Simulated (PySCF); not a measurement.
C₄H₁₁NSi₂.
Numbering: `[CH2:1]=[CH:2]/[CH:3]=[CH:4]\[N:5]([SiH3:6])[SiH3:7]` (hydrogens: H8, H9 on C1; H10 on C2; H11 on C3; H12 on C4; H13, H14, H15 on Si6; H16, H17, H18 on Si7)

The same species was optimised twice, with GFN2-xTB and with PBE0-D3(BJ)/def2-SVP (PySCF), and the same property calculations (PySCF, gas phase) were run on both structures.

```tsv
coordinate	GFN2-xTB	PBE0-D3(BJ)/def2-SVP	change
N5–Si7 (Å)	1.749	1.765	+0.016
C4–N5 (Å)	1.388	1.404	+0.016
N5–Si6 (Å)	1.748	1.763	+0.015
C1=C2 (Å)	1.331	1.342	+0.011
C3=C4 (Å)	1.341	1.351	+0.010
C2–C3 (Å)	1.439	1.449	+0.010
Si6–N5–Si7 (°)	122.9	122.0	-0.9
C3–C4–N5 (°)	129.2	128.3	-0.9
C1–C2–C3 (°)	123.7	124.5	+0.8
C4–N5–Si6 (°)	114.8	115.4	+0.6
C2–C3–C4 (°)	127.8	127.2	-0.6
C4–N5–Si7 (°)	122.3	122.5	+0.2
C1–C2–C3–C4 (°)	175	175	0
C3–C4–N5–Si6 (°)	143	144	+1
```

Rotational constants: A = 3019, B = 1008, C = 816.4 MHz (GFN2-xTB) against A = 2959, B = 991.8, C = 804.0 MHz (PBE0-D3(BJ)/def2-SVP). Point groups within 0.08 Å: C1 and C1.

On the GFN2-xTB structure: lowest singlet, TDDFT (eV) 4.93 [CAM-B3LYP/def2-SVPD]; lowest triplet, Tamm–Dancoff (eV) 2.96 [CAM-B3LYP/def2-SVPD]; isotropic polarisability (au) 115.8 [CAM-B3LYP/def2-SVPD]; HOMO (eV) -7.17 [CAM-B3LYP/def2-SVPD]; LUMO (eV) 0.30 [CAM-B3LYP/def2-SVPD]; dipole (D) 0.75 [CAM-B3LYP/def2-SVPD]; HOMO (eV) -5.96 [PBE0/pcSseg-1]; LUMO (eV) -0.67 [PBE0/pcSseg-1]; dipole (D) 0.80 [PBE0/pcSseg-1]; GIAO shielding of C1 (ppm) 68.3 [PBE0/pcSseg-1]; GIAO shielding of C2 (ppm) 47.0 [PBE0/pcSseg-1]; GIAO shielding of C3 (ppm) 65.4 [PBE0/pcSseg-1]; GIAO shielding of C4 (ppm) 42.6 [PBE0/pcSseg-1]; GIAO shielding of N5 (ppm) 217.1 [PBE0/pcSseg-1]; GIAO shielding of Si6/Si7 (mean) (ppm) 394.1 [PBE0/pcSseg-1].

Q: What do these properties become on the PBE0-D3(BJ)/def2-SVP structure?

A: 
| property | level | on GFN2-xTB | on PBE0-D3(BJ)/def2-SVP | change |
| --- | --- | --- | --- | --- |
| lowest singlet, TDDFT (eV) | CAM-B3LYP/def2-SVPD | 4.93 | 4.90 | -0.03 |
| lowest triplet, Tamm–Dancoff (eV) | CAM-B3LYP/def2-SVPD | 2.96 | 2.90 | -0.06 |
| isotropic polarisability (au) | CAM-B3LYP/def2-SVPD | 115.8 | 119.1 | +3.3 |
| HOMO (eV) | CAM-B3LYP/def2-SVPD | -7.17 | -7.28 | -0.11 |
| LUMO (eV) | CAM-B3LYP/def2-SVPD | 0.30 | 0.16 | -0.14 |
| dipole (D) | CAM-B3LYP/def2-SVPD | 0.75 | 0.58 | -0.17 |
| energy, GFN2-xTB geometry as zero (kcal/mol) | CAM-B3LYP/def2-SVPD | 0.0 | -2.3 | -2.3 |
| HOMO (eV) | PBE0/pcSseg-1 | -5.96 | -6.08 | -0.12 |
| LUMO (eV) | PBE0/pcSseg-1 | -0.67 | -0.82 | -0.15 |
| dipole (D) | PBE0/pcSseg-1 | 0.80 | 0.62 | -0.18 |
| energy, GFN2-xTB geometry as zero (kcal/mol) | PBE0/pcSseg-1 | 0.0 | -2.2 | -2.2 |
| GIAO shielding of C1 (ppm) | PBE0/pcSseg-1 | 68.3 | 63.6 | -4.7 |
| GIAO shielding of C2 (ppm) | PBE0/pcSseg-1 | 47.0 | 45.1 | -1.9 |
| GIAO shielding of C3 (ppm) | PBE0/pcSseg-1 | 65.4 | 61.1 | -4.3 |
| GIAO shielding of C4 (ppm) | PBE0/pcSseg-1 | 42.6 | 40.4 | -2.2 |
| GIAO shielding of N5 (ppm) | PBE0/pcSseg-1 | 217.1 | 210.6 | -6.5 |
| GIAO shielding of Si6/Si7 (mean) (ppm) | PBE0/pcSseg-1 | 394.1 | 391.6 | -2.5 |

The heavy atoms differ by 0.023 Å rms after alignment. Among bonds between heavy atoms C4–N5, N5–Si6 and N5–Si7 change most and about equally (+0.015 to +0.016 Å). Changes are differences of the printed values. Neither structure is proved a minimum here.

Shape of the structure used: `[CH2:1]=[CH:2]/[CH:3]=[CH:4]\[N:5]([SiH3:6])[SiH3:7]`: C1–C2–C3–C4 175°, C3–C4–N5–Si6 144°.
